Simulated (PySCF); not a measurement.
Shapes and spin states of RhS₂

Level of theory: PBE0 in PySCF with Rh def2-SVP with ECP28, S def2-SVP; scalar-relativistic core potentials, no spin–orbit coupling; density-fitted integrals.

Relaxations began from a few typed shapes and spin states; open shells are unrestricted. The search is not exhaustive: other isomers or separated fragments can lie lower, and high-lying points may rest on an excited occupation.

Problem. Which is the lowest minimum found?
A. quartet C2v: Rh–S 2.280 Å (×2), S–S 2.101 Å; Rh–S–S 62.6° (×2), S–Rh–S 54.9°
B. quartet C2v: Rh–S 2.081 Å (×2); S–Rh–S 107.1°
C. doublet C2v: Rh–S 2.231 Å (×2), S–S 2.013 Å; Rh–S–S 63.2° (×2), S–Rh–S 53.6°
D. sextet D∞h: Rh–S 2.252 Å (×2); S–Rh–S 180.0°
E. sextet C2v: Rh–S 2.201 Å (×2); S–Rh–S 129.7°
F. quartet C2v: Rh–S 2.358 Å (×2), S–S 2.045 Å; Rh–S–S 64.3° (×2), S–Rh–S 51.4°
G. doublet C2v: Rh–S 2.045 Å (×2); S–Rh–S 121.9°
H. doublet D∞h: Rh–S 2.076 Å (×2); S–Rh–S 180.0°

Solution. C. The others lie at 28.0 (quartet C2v), 31.3 (quartet C2v), 33.8 (quartet C2v), 53.5 (doublet C2v), 82.2 (doublet D∞h, a saddle point), 108.7 (sextet C2v), 128.1 (sextet D∞h, a saddle point) kJ/mol above it.

For the lowest minimum: open d and f shells are described by one determinant, and the ground state may have another occupation or spin.

The electron or spin density has lower symmetry than the nuclear frame for the sextet D∞h at 128.1 kJ/mol.
